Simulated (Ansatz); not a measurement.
Cost and result for the atomization energy of C₃H₈ClFOSi, SMILES `CCO[Si](C)(F)Cl` (15 atoms, 14 bonds).

```csv
atom,x (Å),y (Å),z (Å)
C1,-0.0885,1.7132,-1.7027
C2,-1.0120,0.7955,-0.9420
O3,-0.3858,0.3528,0.2569
Si4,0.0008,-1.1637,0.6500
C5,0.9993,-1.1748,2.1891
F6,-1.3205,-2.0319,0.8428
Cl7,0.9925,-2.0584,-0.9095
H8,0.8146,1.1826,-2.0107
H9,0.2031,2.5627,-1.0821
H10,-0.5876,2.0933,-2.5975
H11,-1.2981,-0.0605,-1.5632
H12,-1.9303,1.3154,-0.6551
H13,1.9297,-0.6237,2.0427
H14,0.4403,-0.7042,3.0010
H15,1.2426,-2.1982,2.4801
```

Total charge 0; spin multiplicity 1. Geometry: relaxed with PBE0-D4/def2-TZVP. It is one conformer, not always the lowest. Program: Ansatz. All runs use 2 threads of an AMD EPYC 7R13 on a shared host and a share of an NVIDIA H100 80 GB. Times are those of one run each, without the atoms' runs, and a repeat can differ threefold. Electronic energies, without spin–orbit coupling; frozen cores. CCSD(T)/CBS adds CCSD(T) − MP2 in def2-TZVPP to the MP2 limit, and its time is that of the two runs behind it. T1 = 0.010. B3LYP takes the VWN-RPA correlation (the form of Gaussian; ORCA's B3LYP/G).

CCSD(T)/CBS is a level of theory with its own doubt, some kJ/mol a heavy atom from the limit and from the frozen cores, so smaller differences don't rank the functionals.

```json
{"level": "B2PLYP/def2-TZVPP", "functions": "351", "wall time": "3.2 s", "atomization (kJ/mol)": "5927.3", "difference from CCSD(T)/CBS": "-78.4", "per bond": "-5.6"}
{"level": "ωB97X-V/def2-TZVPP", "functions": "351", "wall time": "3.5 s", "atomization (kJ/mol)": "6008.5", "difference from CCSD(T)/CBS": "2.8", "per bond": "0.2"}
{"level": "PBE-D4/def2-TZVPP (with forces)", "functions": "351", "wall time": "3.6 s", "atomization (kJ/mol)": "6081.3", "difference from CCSD(T)/CBS": "75.6", "per bond": "5.4"}
{"level": "PBE0-D4/def2-TZVPP", "functions": "351", "wall time": "3.6 s", "atomization (kJ/mol)": "5995.8", "difference from CCSD(T)/CBS": "-9.9", "per bond": "-0.7"}
{"level": "r2SCAN-D4/def2-TZVPP (with forces)", "functions": "351", "wall time": "4 s", "atomization (kJ/mol)": "6014.9", "difference from CCSD(T)/CBS": "9.2", "per bond": "0.7"}
{"level": "B3LYP-D4/def2-TZVPP (with forces)", "functions": "351", "wall time": "4.3 s", "atomization (kJ/mol)": "5975.7", "difference from CCSD(T)/CBS": "-30.0", "per bond": "-2.1"}
{"level": "ωB97M-V/def2-TZVPP (with forces)", "functions": "351", "wall time": "4.4 s", "atomization (kJ/mol)": "6015.8", "difference from CCSD(T)/CBS": "10.1", "per bond": "0.7"}
{"level": "MP2/def2-QZVPP", "functions": "665", "wall time": "6 s", "atomization (kJ/mol)": "6061.0", "difference from CCSD(T)/CBS": "55.3", "per bond": "3.9"}
{"level": "CCSD(T)/def2-TZVPP", "functions": "351", "wall time": "10 s", "atomization (kJ/mol)": "5854.2", "difference from CCSD(T)/CBS": "-151.5", "per bond": "-10.8"}
{"level": "CCSD(T)/CBS(def2)", "functions": "–", "wall time": "16 s", "atomization (kJ/mol)": "6005.7", "difference from CCSD(T)/CBS": "0.0", "per bond": "0.0"}
```

The D4 term adds +57.6 kJ/mol with B3LYP and +30.8 kJ/mol with PBE0; it sums over pairs of atoms, weighted by their polarisabilities, and B3LYP, whose exchange is more repulsive, gets the larger term. From PBE to PBE0 (25 % exact exchange), in def2-TZVPP and without D4, the atomization energy moves by −80.3 kJ/mol: exact exchange takes away binding that semilocal exchange gives to molecules. In def2-TZVPP, CCSD(T) changes the Hartree–Fock value by +1353.9 kJ/mol (the triples alone add +78.9 kJ/mol) and MP2 by +1470.3 kJ/mol; breaking electron pairs costs correlation energy, which Hartree–Fock lacks.
